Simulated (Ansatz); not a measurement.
The cluster Mn₂Cu₂. Total charge 0; septet. Geometry r2SCAN-D4/def2-SVP; atoms count from 1.

```xyz
4

Cu    0.0542    1.3095   -0.6207
Cu    0.4766   -0.9534   -0.9833
Mn    0.9301   -0.0238    1.2319
Mn   -1.4609   -0.3323    0.3721
```

The charge 0 septet is spin-contaminated (final ⟨S²⟩ up to 14.59, 12.00 for a pure state). At PBE0-D4/def2-TZVP a multiplicity 9 of charge 0 lies 0.89 eV below the septet, each at its own geometry. The structure comes from a short search, and lower isomers may exist.

Problem. Estimate the Mulliken populations from the PBE0/def2-TZVP orbitals of Ansatz.

Solution. 
```csv
atom,charge (e),spin (α − β),d electrons
Cu1,-0.10,-0.63,9.86
Cu2,-0.10,-0.63,9.86
Mn3,0.10,3.63,5.57
Mn4,0.10,3.63,5.57
```
Mulliken values depend strongly on the basis.

Problem. Where does the spin sit?

Solution. Summed by element: Cu -1.27, Mn 7.27, of 6 unpaired in all. Largest on single atoms: Mn3 3.63, Mn4 3.63, Cu1 -0.63.

Problem. And the Mayer bond orders between heavy atoms (over 0.3)?

Solution. Cu1–Cu2 0.38 (2.33 Å); Cu1–Mn3 0.48 (2.44 Å); Cu1–Mn4 0.48 (2.44 Å); Cu2–Mn3 0.48 (2.44 Å); Cu2–Mn4 0.48 (2.44 Å); Mn3–Mn4 0.84 (2.56 Å).
